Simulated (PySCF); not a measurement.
LDA on Te⁻ (tellurium, charge -1), [Kr] 4d10 5s2 5p5, 2P determinant. All numbers are calculated (PySCF 2.14, the spin-free X2C one-electron Hamiltonian (Gaussian nucleus), in aug-cc-pwCVTZ-DK3).

```
cycle= 1 E= -6787.225281048  delta_E= -0.0345  |g|= 0.0885  |ddm|= 0.754
cycle= 2 E= -6787.22469818752  delta_E= 0.000583  |g|= 0.0496  |ddm|= 0.171
cycle= 3 E= -6787.22544667687  delta_E= -0.000748  |g|= 0.0497  |ddm|= 0.16
cycle= 4 E= -6787.22638488138  delta_E= -0.000938  |g|= 0.00366  |ddm|= 0.0583
cycle= 5 E= -6787.22639926652  delta_E= -1.44e-05  |g|= 0.000369  |ddm|= 0.0107
cycle= 6 E= -6787.22639937984  delta_E= -1.13e-07  |g|= 4.04e-05  |ddm|= 0.000748
cycle= 7 E= -6787.22639938142  delta_E= -1.58e-09  |g|= 4.26e-06  |ddm|= 0.000133
cycle= 8 E= -6787.22639938145  delta_E= -3.18e-11  |g|= 1.2e-06  |ddm|= 2.72e-05
converged SCF energy = -6787.22639938145  <S^2> = 0.75216242  2S+1 = 2.0021613
```

Highest occupied orbital energy: 0.602 eV; ⟨L²⟩ = 2.02; populations by l: s 10.00, p 23.00, d 20.00, f 0.00.

Problem. Can this result be used?

Solution. With care. The calculation finished and met its thresholds. At LDA the highest occupied level has a positive energy, so only the finite basis holds that electron; in a semilocal or global hybrid functional this comes from self-interaction and does not mean that the real anion is unbound.
